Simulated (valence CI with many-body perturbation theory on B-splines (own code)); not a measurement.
**E1 line list for Os5+**

Level of theory: valence CI with perturbative core correlation (CI+MBPT): three valence electrons over a frozen Dirac-Fock core [Xe] 4f14, radial functions for each j: 9 s, 9 p, 10 d, 8 f, 5 g, 3 h, 1 i, with the one-electron correlation potential Σ1 (screened to all orders), the two-electron term Σ2, the three-electron term Σ3, Breit, model QED; selected single and double excitations, second order for the rest, scaled by the run's own slope (own B-spline code, finite nucleus).

Set against measurement, 68 paired levels are off by 1430 cm⁻¹ on average, the worst by 5347. 1 measured level below the end of the list, from 220745 cm⁻¹ on, found no clear computed partner.

Lines 1 to 50 of 250 in falling wavelength, among levels below 27.561 eV, chosen from the strongest by gf and those to the six lowest levels. Wavelengths and rates use the calculated energies, so an error of 1000 cm⁻¹ moves a line at 152.2 nm by 1.5 % and its rate by three times that or more. Electric multipoles are in the length gauge, E1 and E2 with the static RPA response of the core. Weak lines are less certain than strong ones. Lines between different terms over intervals too small for the method are left out, as are lines whose strength nearly cancels and 3 of this kind that miss the measured wavelength by over 7 %. The highest levels of a list are the least certain.

Levels are named by their leading jj configuration (3d3/2^4 stands for four electrons in 3d with j = 3/2), which in mixed levels can hold well under half, so a name can repeat and another be missing. Letters in brackets count levels of one name in rising energy.

```
λ vac (nm)  λ from measured levels                          Upper                       Lower   A (s⁻¹)  log gf  Branch %
     152.2                   150.9  (5d3/2 5d5/2 6p3/2) J=5/2 [a]          (5d5/2^2 6s) J=3/2  1.52e+08   -0.50       2.9
     149.1                   148.6      (5d3/2 5d5/2 6p1/2) J=9/2  (5d3/2 5d5/2 6s) J=7/2 [b]  2.39e+08   -0.10       5.5
     147.4                   146.6  (5d3/2 5d5/2 6p1/2) J=5/2 [b]  (5d3/2 5d5/2 6s) J=3/2 [b]  1.41e+08   -0.56       3.0
     146.7                   145.2          (5d5/2^2 6p1/2) J=5/2          (5d5/2^2 6s) J=3/2  1.49e+08   -0.54       1.4
     146.7                   146.3  (5d3/2 5d5/2 6p1/2) J=7/2 [a]  (5d3/2 5d5/2 6s) J=5/2 [a]  1.90e+08   -0.31       6.7
     145.6                   145.0  (5d3/2 5d5/2 6p1/2) J=7/2 [b]  (5d3/2 5d5/2 6s) J=7/2 [b]  2.42e+08   -0.21       3.5
     144.7                   144.4  (5d3/2 5d5/2 6p3/2) J=9/2 [a]          (5d5/2^2 6s) J=7/2  5.99e+07   -0.73       1.5
     143.7                   143.1  (5d3/2 5d5/2 6p1/2) J=5/2 [a]  (5d3/2 5d5/2 6s) J=5/2 [a]  2.06e+08   -0.42       3.6
     143.7                   143.9          (5d3/2^2 6p1/2) J=5/2          (5d3/2^2 6s) J=5/2  2.96e+08   -0.26      15.6
     143.3                   142.7          (5d5/2^2 6p1/2) J=7/2          (5d5/2^2 6s) J=7/2  2.43e+08   -0.22       3.4
     140.4                   140.0  (5d3/2 5d5/2 6p3/2) J=9/2 [a]      (5d3/2 5d5/2 6s) J=9/2  2.14e+08   -0.20       5.4
     139.5                   139.3  (5d3/2 5d5/2 6p1/2) J=3/2 [a]  (5d3/2 5d5/2 6s) J=5/2 [b]  5.18e+08   -0.22       8.1
     139.1                   138.5          (5d5/2^2 6p1/2) J=7/2      (5d3/2 5d5/2 6s) J=9/2  2.79e+08   -0.19       3.9
     138.7                   138.1  (5d3/2 5d5/2 6p1/2) J=3/2 [b]  (5d3/2 5d5/2 6s) J=3/2 [b]  1.53e+08   -0.75       1.9
     138.7                   138.3  (5d3/2 5d5/2 6p1/2) J=5/2 [b]  (5d3/2 5d5/2 6s) J=5/2 [b]  1.27e+08   -0.66       2.7
     138.5                   137.9          (5d3/2^2 6p1/2) J=1/2          (5d3/2^2 6s) J=1/2  6.95e+08   -0.40       8.9
     138.4                   138.0  (5d3/2 5d5/2 6p1/2) J=3/2 [a]  (5d3/2 5d5/2 6s) J=3/2 [a]  1.65e+08   -0.72       2.6
     137.6                   137.9          (5d3/2^2 6p1/2) J=5/2          (5d3/2^2 6s) J=3/2  5.42e+08   -0.04      28.4
     137.6                   137.0  (5d3/2 5d5/2 6p1/2) J=5/2 [b]  (5d3/2 5d5/2 6s) J=3/2 [a]  1.27e+08   -0.67       2.7
     136.9                   136.6  (5d3/2 5d5/2 6p3/2) J=7/2 [a]          (5d5/2^2 6s) J=7/2  1.30e+08   -0.53       1.7
     136.4                   135.9      (5d3/2 5d5/2 6p1/2) J=1/2  (5d3/2 5d5/2 6s) J=3/2 [a]  3.45e+08   -0.72       5.2
     136.4                   135.9          (5d5/2^2 6p1/2) J=9/2          (5d5/2^2 6s) J=7/2  2.64e+08   -0.13       3.6
     135.5                   135.1          (5d5/2^2 6p1/2) J=3/2          (5d5/2^2 6s) J=5/2  7.64e+08   -0.07       9.5
     135.1                   135.2  (5d3/2 5d5/2 6p1/2) J=7/2 [a]  (5d3/2 5d5/2 6s) J=7/2 [a]  4.21e+08   -0.04      14.8
     133.8                   133.6          (5d3/2^2 6p1/2) J=3/2          (5d3/2^2 6s) J=5/2  6.56e+08   -0.15       9.8
     133.1                   132.2          (5d5/2^2 6p1/2) J=5/2          (5d5/2^2 6s) J=5/2  2.90e+08   -0.34       2.7
     133.1                   132.7  (5d3/2 5d5/2 6p3/2) J=7/2 [a]      (5d3/2 5d5/2 6s) J=9/2  1.52e+08   -0.49       2.0
     132.6                   132.1          (5d5/2^2 6p1/2) J=9/2      (5d3/2 5d5/2 6s) J=9/2  3.25e+08   -0.07       4.4
     132.6                   132.5  (5d3/2 5d5/2 6p1/2) J=5/2 [a]  (5d3/2 5d5/2 6s) J=7/2 [a]  6.12e+08   -0.01      10.6
     132.0                   132.1      (5d3/2 5d5/2 6p1/2) J=9/2          (5d5/2^2 6s) J=9/2  5.61e+08    0.17      12.9
     131.0                   130.7  (5d3/2 5d5/2 6p1/2) J=3/2 [b]  (5d3/2 5d5/2 6s) J=5/2 [b]  1.91e+08   -0.71       2.3
     130.9                   130.0          (5d3/2^2 6p3/2) J=5/2  (5d3/2 5d5/2 6s) J=5/2 [b]  2.65e+08   -0.39       2.6
     130.0                   129.5  (5d3/2 5d5/2 6p1/2) J=3/2 [b]  (5d3/2 5d5/2 6s) J=3/2 [a]  4.24e+08   -0.37       5.2
     129.9                   128.8          (5d3/2^2 6p3/2) J=5/2  (5d3/2 5d5/2 6s) J=3/2 [a]  1.21e+08   -0.74       1.2
     129.3                   129.2  (5d3/2 5d5/2 6p1/2) J=7/2 [b]          (5d5/2^2 6s) J=9/2  6.78e+08    0.13       9.7
     129.1                   129.2  (5d3/2 5d5/2 6p1/2) J=5/2 [b]  (5d3/2 5d5/2 6s) J=5/2 [a]  1.33e+08   -0.70       2.8
     128.6                   128.4          (5d3/2^2 6p1/2) J=3/2          (5d3/2^2 6s) J=3/2  3.06e+08   -0.52       4.6
     127.3                   127.1  (5d3/2 5d5/2 6p3/2) J=9/2 [a]  (5d3/2 5d5/2 6s) J=7/2 [b]  7.20e+07   -0.76       1.8
     126.2                   125.8          (5d5/2^2 6p1/2) J=7/2  (5d3/2 5d5/2 6s) J=7/2 [b]  1.87e+08   -0.45       2.6
     123.1                   122.6          (5d5/2^2 6p3/2) J=1/2          (5d5/2^2 6s) J=3/2  3.65e+08   -0.78       4.5
     122.7                   122.7  (5d3/2 5d5/2 6p1/2) J=7/2 [a]          (5d3/2^2 6s) J=5/2  3.73e+08   -0.17      13.1
     122.4                   122.6  (5d3/2 5d5/2 6p1/2) J=3/2 [b]  (5d3/2 5d5/2 6s) J=5/2 [a]  1.86e+08   -0.78       2.3
     122.2                   122.0          (5d3/2^2 6p3/2) J=7/2          (5d5/2^2 6s) J=9/2  9.26e+07   -0.78       1.0
     121.3                   121.4      (5d3/2 5d5/2 6p1/2) J=9/2  (5d3/2 5d5/2 6s) J=7/2 [a]  1.71e+08   -0.42       3.9
     120.9                   120.5          (5d3/2^2 6p3/2) J=7/2  (5d3/2 5d5/2 6s) J=5/2 [a]  2.14e+08   -0.43       2.3
     119.8                   119.0          (5d5/2^2 6p1/2) J=5/2  (5d3/2 5d5/2 6s) J=3/2 [b]  3.43e+08   -0.35       3.2
     117.3                   116.9  (5d3/2 5d5/2 6p3/2) J=5/2 [a]  (5d3/2 5d5/2 6s) J=5/2 [b]  2.19e+08   -0.57       4.1
     116.3                   115.9  (5d3/2 5d5/2 6p3/2) J=7/2 [b]  (5d3/2 5d5/2 6s) J=7/2 [b]  4.36e+08   -0.15       4.5
     113.0                   112.9          (5d3/2^2 6p3/2) J=7/2  (5d3/2 5d5/2 6s) J=7/2 [a]  1.44e+08   -0.66       1.5
     112.8                   112.7      (5d3/2 5d5/2 6p3/2) J=1/2  (5d3/2 5d5/2 6s) J=3/2 [b]  4.60e+08   -0.76       5.8
```

Question: How does gf follow from A for the line at 119.8 nm?

Answer: gf = 1.4992 × (2J+1)_upper × A / σ², with σ = 83444 cm⁻¹ and 2J+1 = 6: gf = 0.444.
